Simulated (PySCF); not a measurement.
Molecule: n-PeOMe, C₆H₁₄O.

Geometry:
| atom | x (Å) | y (Å) | z (Å) |
| --- | --- | --- | --- |
| C1 | -3.560 | -0.340 | 0.261 |
| C2 | -2.302 | 0.267 | -0.336 |
| C3 | -1.020 | -0.383 | 0.166 |
| C4 | 0.241 | 0.222 | -0.431 |
| C5 | 1.510 | -0.433 | 0.067 |
| O6 | 2.611 | 0.175 | -0.540 |
| C7 | 3.831 | -0.358 | -0.141 |
| H8 | -3.635 | -1.415 | 0.027 |
| H9 | -3.568 | -0.244 | 1.359 |
| H10 | -4.469 | 0.147 | -0.122 |
| H11 | -2.337 | 0.191 | -1.437 |
| H12 | -2.269 | 1.349 | -0.115 |
| H13 | -0.982 | -0.306 | 1.268 |
| H14 | -1.051 | -1.466 | -0.056 |
| H15 | 0.219 | 0.142 | -1.531 |
| H16 | 0.293 | 1.300 | -0.203 |
| H17 | 1.577 | -0.347 | 1.173 |
| H18 | 1.492 | -1.522 | -0.158 |
| H19 | 3.918 | -1.435 | -0.389 |
| H20 | 4.629 | 0.185 | -0.667 |
| H21 | 3.997 | -0.252 | 0.951 |

Geometry PBE0-D3(BJ)/def2-SVP throughout; GIAO in PySCF, gas phase, one conformer, non-relativistic; equivalent atoms averaged; functional PBE0.

(1) How do the shifts δ (against TMS, H2O at the same level) depend on the basis set? (a selection of nuclei; ppm; last column core-seconds on shared hosts with different chips, so compare them loosely)

(2) Which nucleus among those listed moves most, in ppm?

(3) Taking the largest basis, def2-TZVP (301 functions), as the yardstick, rank the others by their worst heavy-atom deviation.

Answers

(1) 
```csv
basis set,functions,C5,C7,C3,C2,C1,O6,H15/H16,H11/H12,H13/H14,core-s
STO-3G,49,58.4,49.5,28.6,26.7,20.3,-33.8,1.11,0.80,0.59,3.8
pcSseg-0,91,78.2,62.8,30.0,25.6,18.2,12.1,1.71,1.24,0.91,8
6-31G,91,71.6,56.4,29.2,25.1,16.7,7.4,1.90,1.51,1.28,8.1
6-31G*,126,70.4,56.2,28.4,24.8,16.1,6.8,1.65,1.42,1.19,11
cc-pVDZ,168,73.3,56.5,31.6,27.8,17.1,28.1,1.41,1.22,0.97,20
def2-SVP,168,71.8,56.2,29.6,25.3,15.9,23.8,1.39,1.14,0.90,18
pcSseg-1,189,75.8,59.3,30.9,26.9,16.8,25.1,1.47,1.22,0.91,27
"6-311+G(2d,p)",273,74.6,57.9,31.0,26.8,15.8,21.4,1.54,1.31,1.06,33
aug-cc-pVDZ,287,72.4,56.1,31.3,27.4,15.9,22.3,1.60,1.37,1.14,44
def2-TZVP,301,76.6,59.1,31.9,27.8,16.6,24.6,1.56,1.33,1.10,48
```

(2) O6 (ether oxygen): from -33.8 ppm with STO-3G to 28.1 ppm with cc-pVDZ. The smallest spread is 0.69 ppm, at H13/H14. Proton shifts span only some 12 ppm, so a few tenths of a ppm matter as much there as several ppm in carbon.

(3) pcSseg-1 1.0 ppm (189 functions), 6-311+G(2d,p) 3.2 ppm (273 functions), cc-pVDZ 3.5 ppm (168 functions), aug-cc-pVDZ 4.2 ppm (287 functions), def2-SVP 4.8 ppm (168 functions), pcSseg-0 12.5 ppm (91 functions), 6-31G 17.2 ppm (91 functions), 6-31G* 17.8 ppm (126 functions), STO-3G 58.4 ppm (49 functions).

A small basis that lands close on one nucleus may do so by chance; judge by the trend and by all nuclei.
